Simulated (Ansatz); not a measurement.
## Energy profile

The step: CH₇GeN ([CH3][NH][GeH3]) + H₂ → CH₅N ([CH3][NH2]) + GeH₄; bonds formed: Ge1–H8, N2–H7; bonds broken: Ge1–N2, H7–H8 (atoms numbered as in the saddle structure below).

```json
{"atom": "Ge1", "x (Å)": "-0.8475", "y (Å)": "0.9621", "z (Å)": "0.6688"}
{"atom": "N2", "x (Å)": "0.4843", "y (Å)": "0.1293", "z (Å)": "-0.5513"}
{"atom": "C3", "x (Å)": "0.3848", "y (Å)": "-1.3198", "z (Å)": "-0.6916"}
{"atom": "H4", "x (Å)": "-2.0366", "y (Å)": "0.7695", "z (Å)": "-0.3455"}
{"atom": "H5", "x (Å)": "-0.7082", "y (Å)": "2.4750", "z (Å)": "0.8466"}
{"atom": "H6", "x (Å)": "-1.2241", "y (Å)": "0.1110", "z (Å)": "1.8839"}
{"atom": "H7", "x (Å)": "1.1794", "y (Å)": "0.4721", "z (Å)": "0.3303"}
{"atom": "H8", "x (Å)": "1.1000", "y (Å)": "0.8911", "z (Å)": "1.4412"}
{"atom": "H9", "x (Å)": "0.5725", "y (Å)": "0.6015", "z (Å)": "-1.4476"}
{"atom": "H10", "x (Å)": "-0.5833", "y (Å)": "-1.6212", "z (Å)": "-1.0982"}
{"atom": "H11", "x (Å)": "0.5028", "y (Å)": "-1.7650", "z (Å)": "0.2999"}
{"atom": "H12", "x (Å)": "1.1758", "y (Å)": "-1.7058", "z (Å)": "-1.3364"}
```

Electronic energies by CCSD(T) at an estimated basis limit (MP2 extrapolated from triple and quadruple zeta, plus CCSD(T) − MP2 in triple zeta), on PBE0-D4/def2-TZVP structures; CH$_{9}$GeN, singlet; no counterpoise correction. Ansatz 0.2.0; basis: def2-TZVPP and def2-QZVPP; cores frozen in the correlated methods. Filled d shells of the heavier atoms are correlated. The def2 sets are not built for correlating such inner shells, so the correlated values are less sure here. Extrapolation: Hartree–Fock as exp(−7.88 √X), correlation as X^−2.97.

(1) Give the profile in kcal/mol, counted from the separated reactants. (Judge from chemistry; the value comes from the calculation.)

The T1 diagnostic stays at or below 0.013.

Answers

(1) Computed:
```json
{"point": "separated: CH$_{7}$GeN (linked as [CH3][NH][GeH3]; Ge1, N2, C3, H4, H5, H6, H9, H10, H11, H12; singlet) + H$_{2}$ (H7, H8; singlet)", "kcal/mol": "0.00"}
{"point": "start structure", "kcal/mol": "-0.91"}
{"point": "saddle", "kcal/mol": "44.09"}
{"point": "end structure", "kcal/mol": "-7.69"}
{"point": "separated: GeH$_{4}$ (Ge1, H4, H5, H6, H8; singlet) + CH$_{5}$N (linked as [CH3][NH2]; N2, C3, H7, H9, H10, H11, H12; singlet)", "kcal/mol": "-5.01"}
```

For scale, one of the runs: CCSD(T)/def2-TZVPP, 236 basis functions, launched by `ansatz run in.yaml --threads 4 --pin off --events-out ev --progress --plain --max-ram 9574MiB`. Hardware: 4 CPU threads of an AMD EPYC 9R45, shared host. Wall time 36 s; peak host memory 4.5 GiB.
